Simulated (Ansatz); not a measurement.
Geometry optimisation, RKS PBE0/6-31G in Ansatz.

The input (input.yaml):

```yaml
crystal:
  periodic: [false, false, false]
  atoms:
    - { symbol: B, position_ang: [-0.4423, 1.8488, 1.1317] }
    - { symbol: C, position_ang: [-0.6629, 0.6228, 0.1682] }
    - { symbol: C, position_ang: [0.5833, -0.2163, 0.1201] }
    - { symbol: Si, position_ang: [0.4716, -1.6947, -0.9881] }
    - { symbol: F, position_ang: [0.0797, -1.1962, -2.5753] }
    - { symbol: H, position_ang: [0.5232, 2.1084, 1.6927] }
    - { symbol: H, position_ang: [-1.3632, 2.6498, 1.2588] }
    - { symbol: H, position_ang: [-1.4682, 0.0326, 0.5415] }
    - { symbol: H, position_ang: [-0.8995, 1.0034, -0.8107] }
    - { symbol: H, position_ang: [1.4688, 0.3866, -0.2275] }
    - { symbol: H, position_ang: [0.8528, -0.5836, 1.175] }
    - { symbol: H, position_ang: [-0.7039, -2.5159, -0.4816] }
    - { symbol: H, position_ang: [1.581, -2.4804, -0.9901] }
basis:
  gaussian: { orbitals: "6-31G" }
hamiltonian:
  xc: pbe0
relax:
  f_tol: 0.015
  max_steps: 40
output:
  orbitals: {}
```

Launched with:

```bash
$ ansatz run input.yaml --threads 1 --pin off --max-ram 2048MiB --backend cpu --events-out ev --progress --plain --runs-dir out
```

Q: Where does it end, and by what steps?

A: The forces met the threshold. The force dipped under the threshold on the way, but the program's further checks kept it going. Limits of this set-up: no polarisation functions. After 18 steps the energy has fallen by 0.527 eV; H6 moved furthest, 0.22 Å.

```csv
step,energy less start (eV),largest force component (eV/Å),accepted
0,0.0000,3.438,yes
1,-0.4496,1.112,yes
2,-0.5043,0.515,yes
3,-0.5240,0.104,yes
4,-0.5251,0.044,yes
5,-0.5256,0.017,yes
6,-0.5259,0.031,yes
7,-0.5261,0.025,yes
8,-0.5262,0.010,yes
9,-0.5263,0.030,yes
10,-0.5260,0.050,no
11,-0.5265,0.027,yes
12,-0.5267,0.039,yes
13,-0.5267,0.036,yes
14,-0.5269,0.021,yes
15,-0.5269,0.020,yes
16,-0.5270,0.014,yes
17,-0.5269,0.021,no
18,-0.5270,0.004,yes
```

```xyz
13
Properties=species:S:1:pos:R:3
B -0.501 1.942 1.106
C -0.599 0.649 0.239
C 0.639 -0.263 0.185
Si 0.418 -1.737 -0.987
F 0.030 -1.123 -2.531
H 0.538 2.302 1.589
H -1.476 2.619 1.280
H -1.496 0.079 0.537
H -0.854 0.998 -0.781
H 1.521 0.312 -0.126
H 0.870 -0.658 1.185
H -0.738 -2.595 -0.551
H 1.668 -2.560 -1.130
```

Whether the end is a true minimum wasn't checked by a vibrational analysis.

The run took 80 s on 1 thread of Arm Neoverse V1, with other jobs on the host, peak memory 0.16 GiB.
